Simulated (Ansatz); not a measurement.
Reaction (isomerisation): `C[SiH2]NBCl` → `NBC[SiH2]Cl`

Isolated molecules relaxed with PBE0-D4/def2-TZVP in Ansatz; ΔE leaves out vibrations. CCSD(T)/CBS adds triple-zeta CCSD(T) − MP2 to the extrapolated MP2 energy (def2 sets, frozen cores). DFT in def2-TZVPP. B3LYP here is the variant with VWN-RPA as its local correlation; programs differ in this. Each species was taken in one conformer, which may not be the lowest.

`C[SiH2]NBCl`:

```xyz
12

C     0.397   -1.891    0.181
Si    0.577   -0.110    0.695
N    -0.706    0.882    0.034
B    -0.574    1.856   -0.952
Cl   -1.991    2.754   -1.516
H    -0.558   -2.303    0.516
H     1.194   -2.498    0.618
H     0.448   -1.989   -0.906
H     0.523   -0.015    2.179
H     1.849    0.469    0.200
H    -1.641    0.734    0.393
H     0.482    2.112   -1.443
```

`NBC[SiH2]Cl`:

Z-matrix (Å, degrees):
```
C
B 1 1.569
Si 1 1.860 2 111.9
H 1 1.096 2 111.2 3 -117.8
H 1 1.096 2 113.2 3 120.4
N 2 1.389 1 121.6 3 -92.1
H 2 1.200 1 120.7 3 85.9
Cl 3 2.067 1 109.4 2 66.6
H 3 1.484 1 112.0 2 -175.6
H 3 1.483 1 112.2 2 -52.1
H 6 1.005 2 122.8 1 177.3
H 6 1.007 2 123.4 1 0.9
```

```json
{"level": "B3LYP-D4", "ΔE (kJ/mol)": "24.0"}
{"level": "SCS-MP2/def2-TZVPP", "ΔE (kJ/mol)": "28.5"}
{"level": "CCSD(T)/def2-TZVPP", "ΔE (kJ/mol)": "26.8"}
{"level": "MP2/def2-QZVPP", "ΔE (kJ/mol)": "24.6"}
```

Problem. What does CCSD(T)/CBS give? (Estimate.)

Solution. The calculation gave: +23.8 kJ/mol. The listed levels differ from it by 0.2, 4.7, 3.0, 0.8 kJ/mol.

Largest T1 diagnostic among the species: 0.011.

The D4 term adds −3.2 kJ/mol with B3LYP and −1.8 kJ/mol with PBE0; it sums over pairs of atoms, weighted by their polarisabilities, and B3LYP, whose exchange is more repulsive, gets the larger term. In def2-TZVPP, CCSD(T) changes the Hartree–Fock value by −5.6 kJ/mol (the triples alone add −0.2 kJ/mol) and MP2 by −6.1 kJ/mol.

CCSD(T)/CBS has its own doubt, a few kJ/mol and more with outer-core shells, so smaller differences from it don't rank the levels.
